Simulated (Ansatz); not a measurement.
Ideal-gas functions of `[F][SnH][F]` radical at 800 K and 1 bar, from an Ansatz frequency run at PBE0-D4/def2-TZVP.

Molar mass 157.72 g/mol, point group Cs (symmetry number 1), electronic degeneracy 2, moments of inertia 45.734, 86.706, 127.655 u Å². Harmonic wavenumbers (cm⁻¹, unscaled): 174, 469, 493, 614, 617, 1705.

Use S(trans) = R[1.5 ln M + 2.5 ln T − 1.1517]; rotational temperatures θ = 24.2544 K / I; S(rot) = R[ln(√π/σ · √(T³/θAθBθC)) + 1.5]; for each mode x = 1.438777 ν̃/T, S = R[x/(eˣ − 1) − ln(1 − e⁻ˣ)] and H = RT x/(eˣ − 1); 1 cm⁻¹ = 0.0119627 kJ/mol; R = 8.31446 J/(mol·K).

Question: By hand: the entropy, in J/(mol·K).

Answer: Translation 192.5. Rotation: θ = 0.5303, 0.2797, 0.19 K, giving 115.4. Vibration, mode by mode: 18.01, 9.97, 9.58, 7.90, 7.86, 1.64, in all 55.0. Electronic 5.8. Sum 368.7 J/(mol·K).

Question: By hand: H − E and G − E in kJ/mol, counted from the electronic energy.

Answer: Zero-point energy ½ × 4072 × 0.0119627 = 24.4; thermal vibration 22.3; translation, rotation and pV give 4 RT = 26.6. H − E = 73.3 kJ/mol, and G − E = 73.3 − 800 × 368.7/1000 = -221.7 kJ/mol.

Vibration gives 15 % of the entropy.
